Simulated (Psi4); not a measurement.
C2H8N (SMILES C[NH2+]C), charge +1, singlet, geometry from GFN2-xTB. Base run: CCSD(T)/def2-SV(P) (Psi4 1.11).

Psi4 was given this input:
```
memory 2 GB

molecule {
1 1
C    -0.02333821   -0.27178422    1.23058526
N     0.03459018    0.54534707    0.00080941
C    -0.01095720   -0.26891545   -1.23138777
H     0.81917921   -0.96023702    1.25829085
H     0.01259112    0.36354745    2.11314052
H    -0.94632669   -0.84824181    1.24954279
H     0.89993071    1.10048027    0.00580798
H     0.83180433   -0.95731169   -1.25222260
H     0.03383921    0.36847078   -2.11205406
H    -0.93370156   -0.84531649   -1.26097066
H    -0.75367517    1.20537707   -0.00238562
}

set {
  basis def2-sv(p)
}

energy('ccsd(t)')
print_variables()
```

Variants of this job, named by their change:

```json
[
 {"change": "base", "ΔE vs base (mEh)": "0.000", "MP2 correlation (Eh)": "-0.41957", "basis functions": "58"},
 {"change": "method = qcisd(t)", "ΔE vs base (mEh)": "-0.209", "MP2 correlation (Eh)": "-0.41957", "basis functions": "58"},
 {"change": "freeze_core = on", "ΔE vs base (mEh)": "6.971", "MP2 correlation (Eh)": "-0.41215", "basis functions": "58"},
 {"change": "scf_type = pk; mp2_type = conv", "ΔE vs base (mEh)": "0.000", "MP2 correlation (Eh)": "-0.41957", "basis functions": "58"},
 {"change": "method = lccd", "ΔE vs base (mEh)": "…", "MP2 correlation (Eh)": "-0.41957", "basis functions": "58"},
 {"change": "method = cepa(1)", "ΔE vs base (mEh)": "7.590", "MP2 correlation (Eh)": "-0.41957", "basis functions": "58"},
 {"change": "method = mp2", "ΔE vs base (mEh)": "54.022", "MP2 correlation (Eh)": "-0.41928", "basis functions": "58"},
 {"change": "method = omp2", "ΔE vs base (mEh)": "…", "MP2 correlation (Eh)": "-0.41928", "basis functions": "58"},
 {"change": "method = dlpno-mp2", "ΔE vs base (mEh)": "54.139", "MP2 correlation (Eh)": "-0.41916", "basis functions": "58"},
 {"change": "cc_type = df", "ΔE vs base (mEh)": "0.041", "MP2 correlation (Eh)": "-0.41928", "basis functions": "58"}
]
```

Complete the blanks.


- method = lccd, ΔE vs base (mEh): 2.911
- method = omp2, ΔE vs base (mEh): 50.871
